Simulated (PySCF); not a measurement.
FGeH3O2. Atoms are numbered in the order given.

```xyz
7

Ge     0.1806     0.0705    -0.2063
O     -0.7199     1.5573     0.1384
O     -0.9781    -1.2212    -0.6183
F      0.9838    -0.5182     1.2451
H      1.2406     0.3994    -1.2682
H     -1.5400     1.3534     0.6277
H     -0.7506    -2.0335    -0.1260
```

Coordinates come from a PBE-D3(BJ)/def2-SVP optimisation. One conformer was computed; it need not be the lowest.

The numbers are results of PySCF with PBE0/pcSseg-1, not measurements.

GIAO shieldings, no solvent; atoms listed in one row are averaged. δ = σ(ref) − σ: ⁷³Ge against GeH4 (σ = 1658.3 ppm); ¹⁷O against H2O (σ = 334.2 ppm); ¹⁹F against CFCl3 (σ = 167.2 ppm); ¹H against TMS (σ = 31.56 ppm), references at their B3LYP-D3(BJ)/def2-TZVP geometries, non-relativistic.

Q: Estimate the chemical shifts. (The exact figures need the calculation; the answer reports its results.)

A: 
```tsv
nucleus	atoms	count	δ (ppm)
⁷³Ge	Ge1	1	329.3
¹⁷O	O2	1	73.1
¹⁷O	O3	1	63.7
¹⁹F	F4	1	-145.7
¹H	H5	1	6.20
¹H	H6	1	2.56
¹H	H7	1	2.12
```
